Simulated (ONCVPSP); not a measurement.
Before and after: ONCV potential for Ce

* Element: cerium (Ce)
* Generator: ONCVPSP 4.0.1
* Type: optimised norm-conserving Vanderbilt (ONCV)
* Functional: PBE
* Relativity: scalar-relativistic
* Frozen core: [Kr] 4d10 4f1
* Valence charge: 11
* Reference configuration: 5s2 5p6 5d1 6s1 6p1
* Partial waves: 5s+6s: rc 2.90 bohr, ncon 4, nbas 8, qcut 4.9 1/bohr, 2 projectors; 5p+6p: rc 2.70 bohr, ncon 4, nbas 8, qcut 6.2 1/bohr, 2 projectors; 5d: rc 3.20 bohr, ncon 5, nbas 10, qcut 5.4 1/bohr, 3 projectors, debl 2 Ha
* Local potential: polynomial inside 2.65 bohr (lpopt 5, dvloc0 -1 Ha)
* Core correction: Teter function, fcfact 2.25, rcfact 1.05

All-electron outer shells of the reference configuration (PBE, scalar-relativistic, ld1.x):

| shell | level (eV) | outermost node (bohr) | outermost maximum (bohr) |
| --- | --- | --- | --- |
| 4d | -111.62 | 0.31 | 0.66 |
| 5s | -41.73 | 0.75 | 1.37 |
| 5p | -24.34 | 0.81 | 1.55 |
| 4f | -6.51 | – | 0.71 |
| 6s | -4.37 | 1.81 | 3.68 |
| 5d | -3.96 | 0.92 | 2.15 |
| 6p | -1.87 | 2.14 | 4.84 |

Change: d: qcut 8.1.

Cutoffs: the cutoffs (Ha) at which the residual kinetic energy of the hardest occupied pseudo-wave falls to 1 and 0.1 mHa per electron; they do not see the model core or the augmentation charge, which bear on the density cutoff. Errors are all-electron minus pseudo energies relative to the spin-unpolarised reference configuration.

What does the change do?

The potential gets harder (8.0 Ha and 11 Ha → 16 Ha and 20 Ha); the errors of the 4 common tests hardly move; neither file shows a bound ghost. The waves are optimised to have the least kinetic energy above qcut, so the cutoff follows it (qcut²/2 in Ha).

| quantity | base | changed |
| --- | --- | --- |
| cutoff, loose | 8.0 Ha | 16 Ha |
| cutoff, tight | 11 Ha | 20 Ha |
| loose cutoff by channel | s 6.2 Ha, p 8.0 Ha, d 6.5 Ha | s 6.2 Ha, p 8.0 Ha, d 16 Ha |
| bound ghosts | none | none |
| GHOST(+) flags under 300 eV | none | none |
| error for 5s2 5p6 5d1 6s2 6p0, meV [ΔE -2.45 eV] | -0.1 | -0.1 |
| error for 5s2 5p6 5d1 6s1 6p0, meV [ΔE 3.62 eV] | -0.4 | -0.4 |
| error for 5s2 5p6 5d1 6s0 6p0, meV [ΔE 14.70 eV] | -2.5 | -2.3 |
| error for 5s2 5p6 5d0 6s0 6p0, meV [ΔE 33.88 eV] | -20 | -23 |
| s: phases at 2.95 bohr within 0.05 rad from the reference energy up to (Ha; the scan ends near 5) | 1.8 | 1.8 |
| p: phases at 2.74 bohr within 0.05 rad from the reference energy up to (Ha; the scan ends near 5) | 3.2 | 3.2 |
| d: phases at 3.24 bohr within 0.05 rad from the reference energy up to (Ha; the scan ends near 5) | to the end of the scan | to the end of the scan |
| rms error of d²Exc/dni dnj with the model core, mHa | 1.26 | 1.26 |
